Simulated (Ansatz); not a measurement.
Consider the substitution at a C–N bond: `BN(C)[SiH2][SiH3]` + `O[Si]1(F)CO1` → `CO[Si]1(F)CO1` + `BN[SiH2][SiH3]`.

Calculated with Ansatz (gas phase, PBE0-D4/def2-TZVP geometries, no zero-point term in ΔE). CCSD(T)/CBS is the MP2 limit (def2-TZVPP, def2-QZVPP) plus CCSD(T) − MP2 in def2-TZVPP, frozen cores. One conformer a species, not always the lowest.

`BN(C)[SiH2][SiH3]`:

Z-matrix (Å, degrees):
```
C
N 1 1.458
H 1 1.095 2 111.0
H 1 1.090 2 109.8 3 120.1
H 1 1.094 2 111.0 3 -119.9
Si 2 1.758 1 115.8 3 60.0
B 2 1.393 1 121.8 3 -120.0
Si 6 2.336 2 112.2 1 -180.0
H 6 1.492 2 108.4 1 -57.4
H 6 1.492 2 108.4 1 57.4
H 7 1.200 2 119.4 1 180.0
H 7 1.199 2 119.8 1 -0.0
H 8 1.486 6 111.3 2 61.3
H 8 1.486 6 111.3 2 -61.3
H 8 1.490 6 107.3 2 180.0
```

`O[Si]1(F)CO1`:

Z-matrix (Å, degrees):
```
Si
F 1 1.574
C 1 1.783 2 121.8
O 1 1.615 2 104.8 3 158.7
O 1 1.624 2 119.0 3 -62.4
H 3 1.088 1 122.5 2 -7.8
H 3 1.088 1 123.7 2 159.6
H 4 0.959 1 117.3 2 168.7
```

`CO[Si]1(F)CO1`:

Z-matrix (Å, degrees):
```
C
O 1 1.415
H 1 1.092 2 109.3
H 1 1.091 2 108.5 3 118.7
H 1 1.092 2 111.8 3 -121.0
Si 2 1.604 1 129.5 3 110.6
C 6 1.781 2 126.2 1 -147.9
F 6 1.585 2 108.4 1 10.0
O 6 1.620 2 119.1 1 148.3
H 7 1.087 6 122.8 2 -5.7
H 7 1.087 6 123.1 2 161.9
```

`BN[SiH2][SiH3]`:

Cartesian coordinates in Å:
```
B 1.949 -1.305 0.283
N 1.139 -0.436 -0.457
Si -0.611 -0.437 -0.528
Si -1.489 1.523 0.410
H 1.432 -2.168 0.933
H 3.139 -1.172 0.253
H 1.611 0.282 -0.989
H -1.054 -0.531 -1.948
H -1.077 -1.637 0.210
H -1.150 1.610 1.855
H -0.919 2.714 -0.280
H -2.970 1.555 0.257
```

```
             level  ΔE (kJ/mol)
     HF/def2-TZVPP          8.6
SCS-MP2/def2-QZVPP         29.5
```

Problem. What does CCSD(T)/CBS give? (An estimate is asked.)

Solution. Ansatz gave: +31.2 kJ/mol. The listed levels differ from it by -22.6, -1.7 kJ/mol.

Largest T1 diagnostic among the species: 0.013.

In def2-TZVPP, CCSD(T) changes the Hartree–Fock value by +22.2 kJ/mol (the triples alone add +3.0 kJ/mol) and MP2 by +27.1 kJ/mol. The D4 term adds +6.3 kJ/mol with B3LYP and +3.3 kJ/mol with PBE0; it sums over pairs of atoms, weighted by their polarisabilities, and B3LYP, whose exchange is more repulsive, gets the larger term.

B3LYP here is the variant with VWN-RPA as its local correlation; programs differ in this.
